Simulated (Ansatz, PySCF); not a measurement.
Gas-phase reaction (SMILES): O[SiH2]O [dihydroxysilane] + O (H2O) → O[SiH](O)O [trihydroxysilane] + [H][H] (H2); water cleaves one Si-H bond, a model of a ligand-exchange step.

Geometries: B3LYP-D3(BJ)/def2-TZVP minima from Ansatz (an electronic-structure program), one conformer each, not searched for the lowest. Correlated levels leave the core frozen unless marked. Spin-orbit coupling is left out. Non-relativistic. CBS(X,Y): correlation extrapolated as X^-3; Hartree-Fock from the larger set. Thermal terms are rigid-rotor harmonic-oscillator values from B3LYP-D3(BJ) frequencies (Ansatz or PySCF) at 298.15 K and 1 atm. 1 Eh = 627.5095 kcal/mol.

```tsv
species	E, CCSD(T)/CBS(aug-cc-pV(T+d)Z,aug-cc-pV(Q+d)Z) (Ansatz) (Eh)	E, wB97M-V/def2-TZVPD (Ansatz) (Eh)	H - E (Eh)
O[SiH2]O	-441.91822	-442.44808	0.05088
O (H2O)	-76.37513	-76.43347	0.02495
O[SiH](O)O	-517.15971	-517.76065	0.05830
[H][H] (H2)	-1.17444	-1.16077	0.01336
```

**Question.** Work out ΔE and ΔH at 298.15 K at the first level, then ΔH at the second.

**Answer.** 
1. ΔE = [(-517.15971) + (-1.17444)] - [(-441.91822) + (-76.37513)] = -0.04080 Eh = -25.6 kcal/mol at CCSD(T)/CBS(aug-cc-pV(T+d)Z,aug-cc-pV(Q+d)Z).
2. The terms H - E add up to -0.00417 Eh, so ΔH = (-0.04080 + (-0.00417))×627.5095 = -28.2 kcal/mol.
3. At wB97M-V/def2-TZVPD the same steps give ΔE = -25.0 and ΔH = -27.6 kcal/mol, a shift of +0.6 from the first level.
4. These values are not checked against measurement here, since the tables used lack a sound gas-phase enthalpy of formation for at least one species.
